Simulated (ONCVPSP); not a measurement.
Reading a pseudo-wave (potassium (K))

Columns: radius, all-electron u(r) and pseudo u(r) of the 3p shell (level -18.83 eV) of potassium in the configuration [Ne] 3s2 3p6 4s1; LDA (Perdew-Zunger), scalar-relativistic, ONCV scheme, ONCVPSP 4.0.1.

```json
{"r (bohr)": "0.095", "all-electron": "-0.2603", "pseudo": "0.0171"}
{"r (bohr)": "0.190", "all-electron": "-0.4334", "pseudo": "0.0669"}
{"r (bohr)": "0.285", "all-electron": "-0.3738", "pseudo": "0.1448"}
{"r (bohr)": "0.380", "all-electron": "-0.1792", "pseudo": "0.2441"}
{"r (bohr)": "0.475", "all-electron": "0.0610", "pseudo": "0.3563"}
{"r (bohr)": "0.570", "all-electron": "0.2933", "pseudo": "0.4723"}
{"r (bohr)": "0.665", "all-electron": "0.4917", "pseudo": "0.5835"}
{"r (bohr)": "0.760", "all-electron": "0.6470", "pseudo": "0.6823"}
{"r (bohr)": "0.855", "all-electron": "0.7591", "pseudo": "0.7633"}
{"r (bohr)": "0.950", "all-electron": "0.8321", "pseudo": "0.8230"}
{"r (bohr)": "1.045", "all-electron": "0.8722", "pseudo": "0.8604"}
{"r (bohr)": "1.140", "all-electron": "0.8860", "pseudo": "0.8764"}
{"r (bohr)": "1.235", "all-electron": "0.8796", "pseudo": "0.8736"}
{"r (bohr)": "1.330", "all-electron": "0.8582", "pseudo": "0.8552"}
{"r (bohr)": "1.425", "all-electron": "0.8263", "pseudo": "0.8252"}
{"r (bohr)": "1.520", "all-electron": "0.7871", "pseudo": "0.7868"}
{"r (bohr)": "1.615", "all-electron": "0.7435", "pseudo": "0.7434"}
{"r (bohr)": "1.710", "all-electron": "0.6975", "pseudo": "0.6975"}
{"r (bohr)": "1.805", "all-electron": "0.6507", "pseudo": "0.6506"}
{"r (bohr)": "1.900", "all-electron": "0.6041", "pseudo": "0.6041"}
{"r (bohr)": "1.995", "all-electron": "0.5587", "pseudo": "0.5587"}
{"r (bohr)": "2.090", "all-electron": "0.5149", "pseudo": "0.5149"}
{"r (bohr)": "2.185", "all-electron": "0.4732", "pseudo": "0.4732"}
{"r (bohr)": "2.280", "all-electron": "0.4339", "pseudo": "0.4338"}
{"r (bohr)": "2.375", "all-electron": "0.3969", "pseudo": "0.3969"}
{"r (bohr)": "2.470", "all-electron": "0.3624", "pseudo": "0.3624"}
```

**Question.** How many radial nodes do the two functions have?

**Answer.** The all-electron 3p function has n − l − 1 = 1; the pseudo-wave has 0, since the states of the same l below it are removed with the core.

**Question.** At about which radius was the pseudo-wave matched?

**Answer.** 1.70 bohr. The columns agree to 0.0005 from 1.52 bohr on; several derivatives are matched, so the curves merge somewhat inside the radius.

**Question.** Is the pseudo-wave norm-conserving?

**Answer.** Yes: the ONCV scheme keeps the norm inside the radius equal to the all-electron one, which fixes the energy derivative of the logarithmic derivative at the level.
